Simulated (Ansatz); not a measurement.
# Telling isomers of AlClHNSi apart by their spectra

These gas-phase data were calculated for one isomer of AlClHNSi at B3LYP-D3(BJ)/6-311G** (harmonic, unscaled wavenumbers; equilibrium rotational constants with average atomic masses):

| Quantity | Value |
| --- | --- |
| rotational constants | 21.23, 1.498, 1.399 GHz |
| all wavenumbers above 1500 cm⁻¹ | 3513 |
| dipole moment | 1.72 D (PBE0/def2-TZVPD) |

Candidates:

(1) `[Si]=[N][AlH][Cl]`, a singlet
(2) `[Cl][Al]1[NH][Si]1`, a singlet

Question: Which candidate do the data belong to?

Answer: Candidate (2). The band at 3513 cm⁻¹ lies where the N–H stretch is expected; (1) has no mode between 3250 and 3800 cm⁻¹.

The same quantities for all candidates:

|  | rotational constants (GHz) | wavenumbers above 1500 cm⁻¹ | dipole (D) | E above the lowest, B3LYP-D3(BJ)/6-311G** (kcal/mol) |
| --- | --- | --- | --- | --- |
| (1) | 12.63, 1.348, 1.218 | 2008 | 2.78 | 0.0 |
| (2) | 21.23, 1.498, 1.399 | 3513 | 1.72 | 23.1 |

Each candidate is one conformer. Programs: Ansatz 0.2.0.
